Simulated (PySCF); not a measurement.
Two species compared at the same levels of theory.

First species: C₆H₁₅OP.
SMILES: `CC[P@@H](=O)C(C)(C)C`

Second species: C9H15F.
SMILES: `C=CCC/C(CC)=C(/C)F`

Levels: PBE0/pcSseg-1 for dipole moment, HOMO energy, LUMO energy and HOMO–LUMO gap; GFN2-xTB for rotational constant A and rotational constant C. Geometries: GFN2-xTB. All species are isolated and taken at one optimised geometry, non-relativistic unless stated; the electronic structure was computed with PySCF and density fitting.

Dipoles, sizes and rotational constants follow the conformer. The torsions of the flexible species, by atom-mapped SMILES:
- `[CH3:1][CH2:2][P@@H:3](=[O:4])[C:5]([CH3:6])([CH3:7])[CH3:8]`: C1–C2–P3–O4 56°, C2–P3–C5–C6 -66°
- `[CH2:1]=[CH:2][CH2:3][CH2:4]/[C:5]([CH2:6][CH3:7])=[C:8](/[CH3:9])[F:10]`: C1–C2–C3–C4 -118°, C2–C3–C4–C5 67°, C3–C4–C5–C6 -96°, C4–C5–C6–C7 -84°

Values for the first species:

```
Dipole moment         : 3.80 D
HOMO energy           : -7.42 eV
LUMO energy           : 1.08 eV
HOMO–LUMO gap         : 8.50 eV
Rotational constant A : 2.635 GHz
Rotational constant C : 1.026 GHz
```

(1) Estimate the same properties for the second species, and the change in each.

Answers

(1) 
| property | first | second | second less first |
| --- | --- | --- | --- |
| dipole moment | 3.80 D | 1.51 D | -2.29 D |
| HOMO energy | -7.42 eV | -6.49 eV | +0.93 eV |
| LUMO energy | 1.08 eV | 0.46 eV | -0.62 eV |
| HOMO–LUMO gap | 8.50 eV | 6.95 eV | -1.55 eV |
| rotational constant A | 2.635 GHz | 1.442 GHz | -1.193 GHz |
| rotational constant C | 1.026 GHz | 0.755 GHz | -0.271 GHz |

On the first: The dipole equals about 12.7 × 10⁻³⁰ C·m (1 D = 3.33564 × 10⁻³⁰ C·m). A dipole of 3.80 D is allowed in C1, and pure rotational transitions are dipole-allowed.

On the second: In atomic units the dipole is 0.59 e·bohr (1 au = 2.5417 D). GFN2-xTB frequencies show an imaginary mode (31i cm⁻¹), so this geometry is no minimum at that level.
